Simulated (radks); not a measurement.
Initial-state core-level shifts of the iodine ion I+ when its valence configuration changes from [Kr] 4d10 5s2 5p4. All-electron calculation, scalar-relativistic Kohn-Sham, PBE, spin-polarised, spherical densities, point nucleus; open shells are filled with parallel spins first (spin-orbit coupling, left out, can overturn this in heavy ions). Program: a radial shooting solver on a logarithmic mesh with Libxc functionals. Shifts are changes of the shell-averaged eigenvalues in eV (positive: less bound).

valence                2s       2p       3d       4s
4d9 5s2 5p5       -10.220  -10.194   -9.779   -7.980
4d10 5s1.5 5p4.5   -0.713   -0.710   -0.723   -0.711
4d8 5s2 5p6       -20.655  -20.602  -19.703  -15.866
4d10 5s0.5 5p5.5   -2.166   -2.156   -2.194   -2.152
4d10 5p6           -2.862   -2.849   -2.899   -2.844
4d10 5s1 5p5       -1.420   -1.414   -1.440   -1.415
4d9 5s1 5p6       -11.580  -11.546  -11.158   -9.322
